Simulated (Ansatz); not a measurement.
Ansatz results at the PBE0-D4/def2-TZVP geometry: HOMO–LUMO gap (PBE/def2-TZVPP) 3.43 eV; LUMO energy (B3LYP/def2-TZVPP) -1.75 eV; LUMO energy (PBE/def2-TZVPP) -2.16 eV.

Each molecule was computed in one conformer, which needn't be the lowest.

Question: Which molecule gave them?
A. `C[O][Y]([CH3])[F]`
B. `C[O][Y]([O]C)[O]C`
C. `C[O][Y]([NH2])[O]C`
D. `[OH][Y]([F])[F]`

Answer: B. The others give `[OH][Y]([F])[F]`: 4.37, -2.38, -2.76; `C[O][Y]([CH3])[F]`: 2.74, -2.17, -2.54; `C[O][Y]([NH2])[O]C`: 3.11, -1.64, -2.06.

B3LYP here is the variant with VWN-RPA as its local correlation; programs differ in this.
